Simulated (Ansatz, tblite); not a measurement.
Cost and result up the ladder for `Oc1cc2c3ccccc3c3c4ccccc4c4ccccc4c3c2c2ccccc12` (49 atoms). Charge 0, multiplicity 1. Geometry: PBE-D4/def2-SVP.

```xyz
49

O     3.930   -1.405    3.525
C     2.946   -1.011    2.673
C     3.148   -0.098    1.657
C     2.114    0.244    0.734
C     2.338    1.226   -0.320
C     3.624    1.765   -0.581
C     3.838    2.702   -1.587
C     2.759    3.108   -2.398
C     1.484    2.602   -2.162
C     1.226    1.679   -1.108
C    -0.077    1.055   -0.937
C    -1.315    1.575   -1.514
C    -1.504    2.965   -1.753
C    -2.718    3.468   -2.217
C    -3.799    2.595   -2.454
C    -3.655    1.236   -2.183
C    -2.435    0.701   -1.703
C    -2.279   -0.714   -1.388
C    -3.186   -1.699   -1.855
C    -3.000   -3.050   -1.573
C    -1.873   -3.459   -0.830
C    -0.973   -2.511   -0.353
C    -1.163   -1.121   -0.591
C    -0.151   -0.142   -0.190
C     0.847   -0.391    0.837
C     0.565   -1.172    2.034
C    -0.757   -1.522    2.439
C    -0.995   -2.270    3.586
C     0.080   -2.708    4.396
C     1.376   -2.328    4.075
C     1.632   -1.535    2.924
H     4.760   -0.964    3.265
H     4.141    0.366    1.564
H     4.485    1.424    0.010
H     4.850    3.097   -1.765
H     2.923    3.804   -3.235
H     0.671    2.879   -2.843
H    -0.695    3.666   -1.510
H    -2.835    4.551   -2.370
H    -4.761    2.987   -2.816
H    -4.519    0.570   -2.314
H    -4.036   -1.395   -2.482
H    -3.713   -3.795   -1.957
H    -1.690   -4.528   -0.642
H    -0.080   -2.842    0.193
H    -1.610   -1.177    1.843
H    -2.031   -2.511    3.868
H    -0.114   -3.316    5.293
H     2.224   -2.603    4.717
```

Ansatz on 2 threads of AMD EPYC 7R13 on a shared host and a share (18 GiB) of an NVIDIA H100 80GB HBM3; xTB runs through tblite on one thread. Times are rough, summed over both states, and most runs start from the orbitals of an earlier one. PBE0-D4/def2-TZVP serves as the yardstick here, not as an exact answer. The other state is a triplet.

The xTB rows come from tblite. Single mean-field runs in def2-TZVP are fitted with def2-universal-jkfit.

xTB has no spin-polarisation term.

| level | functions | wall time | vertical triplet (eV) | difference from PBE0-D4/def2-TZVP (eV) |
| --- | --- | --- | --- | --- |
| GFN2-xTB | 142 | 0.26 s | 2.24 | -0.07 |
| GFN1-xTB | 160 | 0.3 s | 2.22 | -0.09 |
| PBE-D4/def2-TZVP | 1069 | 35 s | 2.18 | -0.13 |
| PBE0-D4/def2-TZVP | 1069 | 46 s | 2.31 | 0.00 |
